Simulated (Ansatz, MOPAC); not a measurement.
System: CH2N (charge 0, doublet). SMILES: [CH]=N

Atoms: C1, N2, H3, H4. Bonds: C1-N2, C1-H3, N2-H4.

Bond lengths (Å) and angles (degrees) optimised at PM3 with MOPAC; HF/6-31G* with Ansatz (a program for electronic structure); B3LYP/LANL2DZ with Ansatz, each started from the B3LYP-D3(BJ)/def2-TZVP structure (Ansatz) of the last column. A row stands for all coordinates that are equal there. 6-31G* holds six Cartesian d functions. No wavenumbers were computed at B3LYP/LANL2DZ, so these may be saddle points.

```tsv
coordinate	PM3	HF/6-31G*	B3LYP/LANL2DZ	B3LYP-D3(BJ)/def2-TZVP
C1-N2	1.215	1.234	1.243	1.217
C1-H3	1.074	1.083	1.103	1.098
N2-H4	0.990	1.012	1.031	1.026
N2-C1-H3	155.6	133.8	135.5	134.0
C1-N2-H4	130.8	115.3	130.1	122.8
```

Mean signed difference of all 3 bond lengths from B3LYP-D3(BJ)/def2-TZVP: PM3 -0.021 Å, HF/6-31G* -0.004 Å, B3LYP/LANL2DZ 0.012 Å.
